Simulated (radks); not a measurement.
Task: Co2+, configuration [Ar] 3d6 4p1 (not the ground configuration). Calculated with a radial shooting solver on a logarithmic mesh with Libxc functionals: Dirac Kohn-Sham, PBEsol, spin-unpolarised, spherical densities, point nucleus; open shells fill j = l - 1/2 first. Some entries of the table are withheld. Estimate them.

| orbital | occ. | eigenvalue (eV) | r(max) (bohr) | <r^2> (bohr^2) |
|---|---|---|---|---|
| 1s1/2 | 2 | -7611.940 | 0.03680 | (1) |
| 2s1/2 | 2 | -926.3230 | 0.2133 | 0.07712 |
| 2p1/2 | 2 | -807.5810 | (2) | 0.06116 |
| 2p3/2 | 4 | -792.7847 | (3) | 0.06275 |
| 3s1/2 | 2 | -129.8092 | 0.6676 | 0.6825 |
| 3p1/2 | 2 | -94.2603 | (4) | 0.7542 |
| 3p3/2 | 4 | -92.3671 | (5) | 0.7715 |
| 3d3/2 | 4 | (6) | 0.6536 | 1.153 |
| 3d5/2 | 2 | (7) | 0.6561 | 1.163 |
| 4p1/2 | 1 | -17.1512 | 2.357 | 8.434 |
| 4p3/2 | 0 | -16.9898 | 2.380 | 8.574 |

Result: 
(1) 1s1/2 <r^2> (bohr^2): 0.004252
(2) 2p1/2 r(max) (bohr): 0.1703
(3) 2p3/2 r(max) (bohr): 0.1729
(4) 3p1/2 r(max) (bohr): 0.6713
(5) 3p3/2 r(max) (bohr): 0.6787
(6) 3d3/2 eigenvalue (eV): -34.8317
(7) 3d5/2 eigenvalue (eV): -34.6135
